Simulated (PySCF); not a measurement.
A structure optimised at ωB97X-D3(BJ)/def2-SVP, used in a PySCF frequency run:

```xyz
9

O      0.7859     1.9517     0.0000
Si     0.5273     0.3238     0.0000
Cl     1.4186    -0.5342    -1.6517
Cl     1.4186    -0.5342     1.6517
Ge    -1.7747    -0.1126     0.0000
H      1.6954     2.2726     0.0000
H     -2.4171     0.4896     1.2556
H     -1.9739    -1.6333     0.0000
H     -2.4171     0.4896    -1.2556
```
Charge 0, spin multiplicity 1.

Problem. Write its SMILES, formula and point group.

Solution. O[Si](Cl)(Cl)[GeH3], Cl2GeH4OSi, Cs

Problem. What are its rotational constants (standard atomic weights)?

Solution. 1.7437, 1.0090, 0.83640 GHz
